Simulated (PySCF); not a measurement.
Compound: C₃H₈OSSi₂.
Z-matrix (Å and degrees, GFN2-xTB geometry), rows numbered from 1:
```
Si
C   1  1.9127
C   2  1.5353  1  110.81
C   3  1.5008  2  108.59  1   -95.57
S   4  1.6191  3  124.58  2   158.43
O   4  1.3247  3  114.07  2   -22.59
Si  6  1.6629  4  116.11  3     5.83
H   1  1.4635  2  108.26  3   177.54
H   1  1.4617  2  109.96  3    56.42
H   1  1.4648  2  107.65  3   -63.00
H   2  1.0908  1  108.16  3   120.50
H   3  1.0959  2  110.54  1   148.10
H   3  1.0910  2  114.12  1    27.41
H   7  1.4596  2  115.27  1  -150.83
H   7  1.4520  2  117.31  1    -9.75
```

Method: PySCF, TDDFT B3LYP/def2-SVPD, vertical, gas phase, core orbitals frozen in the response.

```
state  λ (nm)  E (eV)       f  main configurations (H = HOMO, L = LUMO)
   S1   401.0    3.09  0.0000                                H→L (100%)
   S2   260.7    4.76  0.0069                               H→L+1 (96%)
   S3   241.1    5.14  0.0022                               H→L+2 (97%)
   S4   227.9    5.44   0.268                               H-1→L (90%)
   S5   214.5    5.78  0.0011                             H-1→L+1 (98%)
   S6   211.8    5.85  0.0034                  H→L+3 (71%), H→L+4 (28%)
   S7   210.8    5.88   0.012                  H→L+4 (69%), H→L+3 (28%)
   S8   205.1    6.04  0.0084                               H-2→L (96%)
```

Triplets (Tamm–Dancoff): T1 2.72 eV, H→L (99%); T2 3.37 eV, H-1→L (98%); T3 4.72 eV, H→L+1 (97%).

The lowest singlet comes at 401 nm (298 kJ/mol) in the visible; it is dark (f under 0.0005); its leading configuration is HOMO→LUMO (100%). The strongest level in the table is S4 at 5.44 eV (228 nm, f = 0.268). S1 has the pattern of n→π* at C=S. Weighted by f, the mean energy of these states is 5.46 eV. Orbital energies (eV): HOMO-3 -9.28, HOMO-2 -8.59, HOMO-1 -7.26, HOMO -6.12, LUMO -1.64, LUMO+1 -0.69, LUMO+2 -0.30. The listed states span 2.95 eV, and the widest gap between neighbours is 1.66 eV (S1 to S2). S1 lies in the visible range (380 to 750 nm), at 401 nm, dark in the vertical dipole picture (f under 0.0005); light of that wavelength is violet, and its complementary colour is yellow-green; a Tamm–Dancoff triplet lies at 456 nm, without intensity as long as spin–orbit coupling is left out. Singlets were solved by full linear response, triplets in the Tamm–Dancoff approximation.

One conformer stands for the species.
